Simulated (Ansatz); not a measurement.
BHBr (SMILES [BH]Br): where methods fail along a bond

BHBr: 3 atoms, total charge 0, spin state doublet. As SMILES, `[BH]Br`. The shape is that of a PBE0-D4/def2-TZVP optimisation.

```xyz
3

B    -0.0945   -0.5230   -0.1157
Br    1.1810    0.5632    0.7098
H    -1.0974   -0.1050   -0.6073
```

The B1–H3 distance is scanned; the parts on either side stay rigid. Basis STO-3G, 10 core orbitals frozen in the correlated methods; program Ansatz 0.2.0. FCI is exact within this basis and core. Energies in eV from each method's value at 1.193 Å; open shells run as named. The shape above is that at 1.193 Å.

```json
{"distance (Å)": "1.193", "UBLYP": "0.00", "U-r2SCAN0": "0.00", "UCAM-B3LYP": "0.00", "UMP2": "0.00", "UCCSD(T)": "0.00", "UCCSDT(Q)": "0.00", "FCI": "0.00"}
{"distance (Å)": "1.491", "UBLYP": "0.84", "U-r2SCAN0": "1.03", "UCAM-B3LYP": "1.00", "UMP2": "1.03", "UCCSD(T)": "0.88", "UCCSDT(Q)": "0.88", "FCI": "0.88"}
{"distance (Å)": "1.789", "UBLYP": "2.21", "U-r2SCAN0": "2.67", "UCAM-B3LYP": "2.61", "UMP2": "2.89", "UCCSD(T)": "2.32", "UCCSDT(Q)": "2.31", "FCI": "2.32"}
{"distance (Å)": "2.385", "UBLYP": "4.04", "U-r2SCAN0": "4.40", "UCAM-B3LYP": "4.44", "UMP2": "4.22", "UCCSD(T)": "3.87", "UCCSDT(Q)": "3.86", "FCI": "3.86"}
{"distance (Å)": "2.981", "UBLYP": "4.45", "U-r2SCAN0": "4.74", "UCAM-B3LYP": "4.72", "UMP2": "4.34", "UCCSD(T)": "3.92", "UCCSDT(Q)": "3.92", "FCI": "3.92"}
```

Departure from the FCI curve at its largest: UBLYP +0.54 eV at 2.98 Å; U-r2SCAN0 +0.83 eV at 2.98 Å; UCAM-B3LYP +0.81 eV at 2.98 Å; UMP2 +0.58 eV at 1.79 Å; UCCSD(T) +0.01 eV at 2.38 Å; UCCSDT(Q) within 0.005 eV. For the functionals part of the departure is owed to the small basis.
